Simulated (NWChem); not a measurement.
**A calculation on H$_{3}$S$_{2}$ (+1)**

SMILES: S[SH2+]
```xyz
5

S     -0.5847    -0.9164     0.0000
S      0.5567     0.8300     0.0000
H      0.5335    -1.6858     0.0000
H     -0.0434     1.5340     1.0045
H     -0.0434     1.5340    -1.0045
```
Charge +1, spin multiplicity 1.

Program: NWChem. The geometry was optimised at PBE0/def2-SVP, a minimum by its harmonic frequencies. It is one conformer; others weren't searched.

Symmetry labels belong to the abelian group Cs used in the runs, with the axes of the coordinates shown.

The structure started from a generated list of species.

**Question.** List the lowest 3 singlet excitations that CIS/aug-cc-pVDZ gives, with oscillator strengths.

**Answer.** 
```json
[
 {"state": "1", "symmetry": "a\"", "energy (eV)": "4.70", "wavelength (nm)": "264", "f": "0.000"},
 {"state": "2", "symmetry": "a\"", "energy (eV)": "7.51", "wavelength (nm)": "165", "f": "0.007"},
 {"state": "3", "symmetry": "a'", "energy (eV)": "7.61", "wavelength (nm)": "163", "f": "0.136"}
]
```
